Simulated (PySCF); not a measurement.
**Electric field gradients and quadrupole coupling constants**

Compound: C7H12OS.
Cartesian coordinates in Å at the GFN2-xTB level; atoms count from 1:
```
atom  x, y, z in Å
C1     2.8742   -0.5160    0.3077
C2     1.7044   -0.9440    0.7418
C3     0.7169   -0.0839    1.4761
C4    -0.3855    0.3725    0.5704
C5    -0.4944    1.5796    0.0384
C6    -1.6209    2.0462   -0.8215
S7    -1.7087   -0.8633    0.2826
C8    -1.0538   -1.4047   -1.3654
O9    -1.4384   -1.9634    1.2098
H10    3.2022    0.4976    0.4725
H11    3.5595   -1.1566   -0.2211
H12    1.3937   -1.9673    0.5792
H13    0.2626   -0.6780    2.2737
H14    1.2212    0.7831    1.9073
H15    0.2884    2.3089    0.2139
H16   -2.4621    1.3600   -0.7807
H17   -1.2911    2.1427   -1.8567
H18   -1.9502    3.0307   -0.4935
H19   -0.0090   -1.6762   -1.2750
H20   -1.1793   -0.5869   -2.0643
H21   -1.6385   -2.2641   -1.6774
```

Field gradients from the PBE0/pcSseg-1 density (PySCF, non-relativistic), principal values in atomic units, ordered |Vxx| ≤ |Vyy| ≤ |Vzz|:

```json
{"atom": "S7", "Vxx": "0.9110", "Vyy": "1.1104", "Vzz": "-2.0214"}
{"atom": "O9", "Vxx": "-0.5564", "Vyy": "-1.1501", "Vzz": "1.7064"}
```

Question: Find the asymmetry η = (Vxx − Vyy)/Vzz and the couplings χ = eQV/h (234.96 MHz × Q in barn × V in au), with Q(33S) = −0.0678 b, Q(17O) = −0.0256 b.

Answer: 
```tsv
atom	environment	nucleus	η	χzz (MHz)	χxx (MHz)	χyy (MHz)
S7	sulfinyl sulfur	33S	0.10	32.20	-14.51	-17.69
O9	sulfinyl oxygen	17O	0.35	-10.26	3.35	6.92
```

The tensor is traceless: Vxx + Vyy + Vzz = 0.

Question: What is Vzz at S7 in SI units (1 au = 9.71736 × 10²¹ V/m²)?

Answer: -2.0214 au = -19.643 × 10²¹ V/m².

Question: And the gradient at the other heavy atoms, for which no coupling is worked out here?

Answer: 
| atom | environment | Vzz (au) | η |
| --- | --- | --- | --- |
| C1 | terminal =CH2 carbon | 0.284 | 0.48 |
| C2 | alkene CH carbon | 0.337 | 0.58 |
| C3 | allylic carbon | -0.119 | 0.76 |
| C4 | fully substituted alkene carbon | -0.274 | 0.32 |
| C5 | alkene CH carbon | 0.281 | 0.45 |
| C6 | allylic carbon | 0.058 | 0.65 |
| C8 | S-methyl carbon | 0.227 | 0.16 |

Question: What couplings would deuterons (Q(2H) = 0.00286 b) have in place of the hydrogens, at this geometry?

Answer: 
```csv
atom,bonded to,bond length (Å),Vzz (au),η,χzz (kHz)
H10,C1,1.078,0.3360,0.06,226
H11,C1,1.077,0.3384,0.05,227
H12,C2,1.082,0.3219,0.03,216
H13,C3,1.093,0.2921,0.04,196
H14,C3,1.092,0.3038,0.03,204
H15,C5,1.084,0.3196,0.06,215
H16,C6,1.086,0.3102,0.05,208
H17,C6,1.091,0.3098,0.01,208
H18,C6,1.089,0.3121,0.02,210
H19,C8,1.083,0.3180,0.04,214
H20,C8,1.083,0.3215,0.04,216
H21,C8,1.085,0.3166,0.04,213
```

Isolated species at its GFN2-xTB geometry (one conformer only). GFN2-xTB bond lengths can be off by several hundredths of an ångström, more for odd bonds, and the gradients follow them. With a basis this small, the couplings can be 20 % off.
